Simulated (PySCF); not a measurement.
**Tc⁺ (technetium, charge +1) across methods**

[Kr] 4d5 5s1, high-spin 7S determinant. All numbers are calculated (PySCF 2.14, scalar relativity by spin-free X2C-1e, in x2c-TZVPPall (8s6p6d2f1g, 79 functions)). The B2PLYP total includes its PT2 part (frozen core); its orbital energies are those of the SCF part.

```csv
method,E (hartree),mean ε 4p β (eV),mean ε 4d α (eV),mean ε 5s α (eV),Σ⟨r²⟩ (bohr²),⟨S²⟩
PBE,-4284.62,-50.495,-15.406,-12.160,42.27,12.000
r2SCAN,-4285.04,-51.201,-15.860,-12.440,42.01,12.001
PBE0,-4284.70,-52.889,-17.096,-12.827,42.11,12.001
B2PLYP,-4284.47,-55.153,-18.516,-13.324,42.25,12.001
r2SCAN0,-4285.02,-53.377,-17.433,-13.092,41.95,12.001
BHandHLYP,-4285.01,-55.218,-18.427,-13.275,42.15,12.000
UHF,-4282.84294,-58.700,-21.491,-14.446,42.39,12.002
LDA,-4280.12,-50.846,-15.487,-12.447,42.26,12.000
```

**Question.** Estimate the same row for B97-3.

**Answer.** E (hartree) = -4284.70; mean ε 4p β (eV) = -53.252; mean ε 4d α (eV) = -16.980; mean ε 5s α (eV) = -12.699; Σ⟨r²⟩ (bohr²) = 42.11; ⟨S²⟩ = 12.000.
